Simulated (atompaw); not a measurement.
Fe (Z = 26) PAW (atompaw): all-electron and pseudo phase curves

iron, PAW, made with atompaw 4.2.0.5 (PBE, scalar-relativistic). Core [Ne] 3s2, reference 3p6 3d6 4s2 4p0. Waves: 4s (bound): rc 2.80 bohr; 4s channel at 0.05 Ry: rc 2.80 bohr; 3p (bound): rc 1.00 bohr; 4p (bound, empty): rc 2.80 bohr; 3d (bound): rc 1.55 bohr; 3d channel at 4.45 Ry: rc 1.55 bohr. Local part: vpsmatchnc scheme with l = 3 at 0.5 Ry, radius 2.35 bohr. Core correction: smooth core density matched at 1.55 bohr. Augmentation charge: sinc compensation charge, radius 1.78 bohr; PAW radius 2.80 bohr; waves and projectors: custom polynom2 7 10 vanderbiltortho.

The phase is arctan(r·u′/u) with u = r·R(r), unwrapped; energies in Ry, scanned from -6 to 5 Ry. A pole is an energy at which the radial function vanishes at the test radius. The pseudo phase is shifted by a multiple of π to meet the all-electron one at the reference energy, and phase errors are pseudo minus all-electron; the curves can meet again beyond the range given. Levels narrower than the energy grid can be missing from the lists of poles.

Question: For each channel, where are the poles, and over which energies does the pseudopotential scatter like the atom?

Answer:

```
channel  radius (bohr)  reference energy (Ry)  poles, all-electron  poles, pseudo  unbroken range about the reference energy with phases within 0.05 rad  phase error 1 Ry above the reference energy (rad)
      s           2.81                  -0.39                 0.98           0.98                                                              below 3.1                                             +0.001
      p           2.81                  -0.10          -4.42, 1.87    -4.42, 1.74                                                              below 2.5                                             -0.011
      d           2.81                  -0.55          -0.46, 3.46    -0.46, 3.47                                                        the whole range                                             +0.005
```

A Bessel basis up to 400 Ry misses an occupied level by 0.03 Ry, so cutoffs and ghosts were not judged.

Phases in the s channel:

```json
{"E (Ry)": "-6.00", "all-electron": "1.416", "pseudo": "1.414"}
{"E (Ry)": "-5.52", "all-electron": "1.408", "pseudo": "1.406"}
{"E (Ry)": "-5.04", "all-electron": "1.399", "pseudo": "1.397"}
{"E (Ry)": "-4.56", "all-electron": "1.388", "pseudo": "1.386"}
{"E (Ry)": "-4.08", "all-electron": "1.375", "pseudo": "1.373"}
{"E (Ry)": "-3.60", "all-electron": "1.358", "pseudo": "1.357"}
{"E (Ry)": "-3.12", "all-electron": "1.337", "pseudo": "1.335"}
{"E (Ry)": "-2.64", "all-electron": "1.307", "pseudo": "1.306"}
{"E (Ry)": "-2.16", "all-electron": "1.263", "pseudo": "1.262"}
{"E (Ry)": "-1.68", "all-electron": "1.189", "pseudo": "1.188"}
{"E (Ry)": "-1.20", "all-electron": "1.032", "pseudo": "1.031"}
{"E (Ry)": "-0.72", "all-electron": "0.523", "pseudo": "0.522"}
{"E (Ry)": "-0.24", "all-electron": "-0.842", "pseudo": "-0.842"}
{"E (Ry)": "0.24", "all-electron": "-1.354", "pseudo": "-1.354"}
{"E (Ry)": "0.72", "all-electron": "-1.519", "pseudo": "-1.518"}
{"E (Ry)": "1.20", "all-electron": "-1.608", "pseudo": "-1.605"}
{"E (Ry)": "1.68", "all-electron": "-1.675", "pseudo": "-1.670"}
{"E (Ry)": "2.16", "all-electron": "-1.743", "pseudo": "-1.733"}
{"E (Ry)": "2.64", "all-electron": "-1.832", "pseudo": "-1.811"}
{"E (Ry)": "3.12", "all-electron": "-1.988", "pseudo": "-1.935"}
{"E (Ry)": "3.60", "all-electron": "-2.391", "pseudo": "-2.216"}
{"E (Ry)": "4.08", "all-electron": "-3.517", "pseudo": "-3.109"}
{"E (Ry)": "4.56", "all-electron": "-4.217", "pseudo": "-4.096"}
```
